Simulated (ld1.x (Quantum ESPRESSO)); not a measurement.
How hard is this Sb (Z = 51) TM potential?

```
Element                 : antimony
Generator               : ld1.x (Quantum ESPRESSO) 7.5
Type                    : norm-conserving Troullier–Martins (Kleinman–Bylander form)
Functional              : BP86
Relativity              : scalar-relativistic
Frozen core             : [Kr] 4d10
Valence charge          : 5
Reference configuration : 5s2 5p3
Partial waves           : 5s (bound): rc 1.90 bohr; 5p (bound): rc 1.80 bohr
Local potential         : all-electron potential smoothed inside 1.40 bohr (lloc = -2)
Core correction         : Bessel-smoothed model core inside 1.20 bohr
```

The pseudo-atom Hamiltonian at the reference potential is diagonalised in spherical Bessel functions j_l(qr) that vanish at 20 bohr, with q² up to the cutoff. All-electron valence levels (Ry): 5s -0.9543, 5p -0.3644.

Question: How do the lowest levels (Ry) of each channel move with the cutoff, and are there ghosts?

Answer:

```json
{"cutoff (Ry)": "8", "s #1": "-0.9304", "s #2": "-0.0360", "p #1": "-0.3515", "d #1": "-0.0339", "d #2": "0.0650", "f #1": "0.1033", "f #2": "0.2335", "Σ f·Δε (mRy)": "88.4"}
{"cutoff (Ry)": "15", "s #1": "-0.9536", "s #2": "-0.1103", "p #1": "-0.3576", "d #1": "-0.1680", "d #2": "0.0580", "f #1": "0.1033", "f #2": "0.2335", "Σ f·Δε (mRy)": "23.8"}
{"cutoff (Ry)": "25", "s #1": "-1.0323", "s #2": "-0.9479", "p #1": "-0.3609", "d #1": "-0.2484", "d #2": "0.0564", "f #1": "0.1033", "f #2": "0.2335", "Σ f·Δε (mRy)": "25.0"}
{"cutoff (Ry)": "35", "s #1": "-1.1476", "s #2": "-0.9544", "p #1": "-0.3640", "d #1": "-0.2598", "d #2": "0.0563", "f #1": "0.1033", "f #2": "0.2335", "Σ f·Δε (mRy)": "2.6"}
{"cutoff (Ry)": "50", "s #1": "-1.1516", "s #2": "-0.9546", "p #1": "-0.3643", "d #1": "-0.2604", "d #2": "0.0563", "f #1": "0.1033", "f #2": "0.2335", "Σ f·Δε (mRy)": "1.5"}
{"cutoff (Ry)": "70", "s #1": "-1.1546", "s #2": "-0.9547", "p #1": "-0.3646", "d #1": "-0.2604", "d #2": "0.0563", "f #1": "0.1033", "f #2": "0.2335", "Σ f·Δε (mRy)": "0.3"}
{"cutoff (Ry)": "400", "s #1": "-1.1547", "s #2": "-0.9547", "p #1": "-0.3647", "d #1": "-0.2605", "d #2": "0.0563", "f #1": "0.1033", "f #2": "0.2335", "Σ f·Δε (mRy)": "0.0"}
```

Result: ghost states, extra bound levels that the all-electron valence spectrum of the same l lacks: s at -15.7 eV, d at -3.5 eV (a true bound ghost makes a file unfit for plane-wave use); 10 mRy is reached at 30 Ry and 1 mRy at 55 Ry.

5 of 7 tests not solved or not reliable.
